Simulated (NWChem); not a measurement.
Species: BiF2, doublet; SMILES [F][Bi][F]

Results from NWChem. Spin-unrestricted. Medium grid unless said otherwise, to which SCAN and Minnesota functionals are sensitive. In the optimisation the excess spin sits in b2 (C2v, its own frame). Coordinates come from a PBE0/def2-SVP, spin-unrestricted optimisation. The spin multiplicity was typed, not searched, and may not be the lowest. No stability test was run on the SCF state. def2 effective core potentials on Bi; no spin-orbit coupling. Total energies of different functionals are on different scales.

```tsv
level	energy (Ha)	highest occupied level (eV)	lowest empty minus highest occupied level, either spin (eV)	dipole (D)	<S²>
B3LYP/def2-SVP	-414.2484	-5.71	2.38	4.30	0.751
PBE/def2-SVP	-414.0229	-4.73	1.07	3.90	0.751
MPW1K/def2-SVP	-414.1574	-6.98	4.49	4.74	0.753
RPBE/def2-SVP	-414.2443	-4.69	1.15	3.90	0.752
LC-wPBE (HJS exchange hole, range parameter 0.4 per bohr)/def2-SVP	-414.0880	-8.62	7.94	4.51	0.754
MN15-L/def2-SVP	-413.3457	-4.96	1.70	4.49	0.753
PW91/def2-SVP	-414.2401	-4.79	1.05	3.91	0.751
TPSSh/def2-SVP	-414.1040	-5.35	1.97	4.19	0.752
r2SCAN/def2-SVP	-414.1967	-5.19	1.79	4.21	0.753
r2SCAN0/def2-SVP	-414.1044	-6.35	3.58	4.59	0.754
M06/def2-SVP	-414.1508	-5.64	2.20	4.68	0.750
```
